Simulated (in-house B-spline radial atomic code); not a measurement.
# Solving the quasi-particle equation for 6s of Tl+

Configuration [Xe] 4f14 5d10 6s2, start PBE, empty levels kept to 2666.67 hartree. Computed with an all-electron radial atomic-structure program (B-spline basis): all electrons, scalar-relativistic (spin-free one-electron X2C), finite nucleus, each spin shell either full or empty, empty states to l = 9 with an (l + 1/2)⁻⁴ tail; G0W0 by contour deformation at full frequency.

Without the two-electron picture change, the correlation of inner shells comes somewhat too large for so heavy an element.

At the mean-field level ε = -16.273 eV the matrix elements are Σx = -16.16 eV, v_xc = -13.536 eV and Σc(ε) = -2.267 eV, and the slope of the correlation self-energy is dΣc/dω = -0.0746. The quasi-particle energy solves E = ε + Σx − v_xc + Σc(E).

Task: What does the linearised equation give?

Result: Z = 1/(1 − dΣc/dω) = 1/1.0746 = 0.9306. The first-order shift is Σx − v_xc + Σc(ε) = -16.16 − (-13.536) + (-2.267) = -4.891 eV, so E ≈ ε + Z × shift = -16.273 + 0.9306 × (-4.891) = -20.825 eV.

Task: How does that compare with the full solution and with static screening?

Result: Solving the equation at full frequency dependence gives E = -20.816 eV, where Σc = -1.919 eV and the weight is 0.924; the linearised value is off by 9 meV. Leaving Z out would give -21.164 eV. Static COHSEX puts -4.062 eV in place of Σc and gives -22.959 eV, 2.14 eV deeper. The tabulated removal energy is 20.428 eV (NIST, measured); the run leaves out spin-orbit coupling, Breit and QED terms.
